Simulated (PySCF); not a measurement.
A series of related molecules.

All values: PBE0/pcSseg-1 (PySCF) at GFN2-xTB geometries, gas phase, one conformer each.

Question: Rank by HOMO energy, lowest first.
A. `C=P1([C@@H](C)CC)C=C1`
B. `CC[C@@H](C)P1(=S)C=C1`
C. `CC[C@H](C)P1(=O)C=C1`

Answer: C (-7.26 eV), B (-6.43 eV), A (-5.26 eV).

Question: Rank by HOMO–LUMO gap, lowest first.
A. `CC[C@@H](C)P1C=C1`
B. `CC[C@H](C)P1(=C)C=C1`
C. `CC[C@H](C)P1(=O)C=C1`
D. `CC[C@@H](C)P1(=S)C=C1`

Answer: B (4.68 eV), D (5.54 eV), A (6.12 eV), C (6.59 eV).

Question: Rank by the lowest Hirshfeld charge on any atom, lowest value first.
A. `[C@@H](C)(CC)P1(C=C1)=S`
B. `C=P1([C@@H](C)CC)C=C1`
C. `CC[C@H](C)P1(=O)C=C1`
D. `CC[C@@H](C)P1C=C1`

Answer: C (-0.384 e), B (-0.313 e), A (-0.299 e), D (-0.126 e).

All values together:

```csv
SMILES,change,formula,μ (D),HOMO (eV),LUMO (eV),lowest IAO charge (e),highest IAO charge (e),lowest Hirshfeld charge (e),highest Hirshfeld charge (e)
CC[C@@H](C)P1C=C1,parent,C6H11P,1.44,-6.45,-0.33,-0.417 (C),+0.409 (P),-0.126 (C),+0.115 (P)
CC[C@@H](C)P1(=S)C=C1,phosphine turned into its sulfide,C6H11PS,4.32,-6.43,-0.89,-0.574 (S),+0.999 (P),-0.299 (S),+0.305 (P)
CC[C@H](C)P1(=O)C=C1,phosphine turned into its oxide,C6H11OP,3.87,-7.26,-0.67,-0.890 (O),+1.443 (P),-0.384 (O),+0.394 (P)
C=P1([C@@H](C)CC)C=C1,phosphine turned into its methylene ylide,C7H13P,2.80,-5.26,-0.58,-0.890 (C),+1.120 (P),-0.313 (C),+0.323 (P)
```

Conformers: `[CH3:1][CH2:2][C@@H:3]([CH3:4])[P:5]1[CH:6]=[CH:7]1` with C1–C2–C3–C4 175°, C2–C3–P5–C6 112°; `[CH3:1][CH2:2][C@@H:3]([CH3:4])[P:5]1(=[S:6])[CH:7]=[CH:8]1` with C1–C2–C3–C4 -178°, C2–C3–P5–S6 -53°; `[CH3:1][CH2:2][C@H:3]([CH3:4])[P:5]1(=[O:6])[CH:7]=[CH:8]1` with C1–C2–C3–C4 176°, C2–C3–P5–O6 52°; `[CH2:1]=[P:2]1([C@@H:3]([CH3:4])[CH2:5][CH3:6])[CH:7]=[CH:8]1` with C1–P2–C3–C4 170°, P2–C3–C5–C6 -59°.

Question: Give the shifts from the parent, `CC[C@@H](C)P1C=C1`.

Answer: 
```
               SMILES  change in μ (D)  change in HOMO (eV)  change in LUMO (eV)
CC[C@@H](C)P1(=S)C=C1            +2.88                +0.02                -0.56
 CC[C@H](C)P1(=O)C=C1            +2.43                -0.81                -0.34
C=P1([C@@H](C)CC)C=C1            +1.36                +1.19                -0.25
```
